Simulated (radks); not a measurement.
Question: The phosphorus ion P4+ is in [Ne] 3s1. Calculated with a radial shooting solver on a logarithmic mesh with Libxc functionals: Dirac Kohn-Sham, PBE, spin-unpolarised, spherical densities, finite nucleus; Fermi nuclear charge, rms radius of each element as measured or else 0.836 A^(1/3) + 0.57 fm. Sub-shells are occupied by j as written (lower j first in brackets). One electron is removed from 3s1/2, 2s1/2, 2p3/2, 2p1/2 in turn, with full relaxation. Which removal costs least, and what does each cost?

Answer: 3s1/2 65.060 eV; 2p3/2 201.51 eV; 2p1/2 202.52 eV; 2s1/2 249.71 eV. The 3s1/2 electron leaves first.
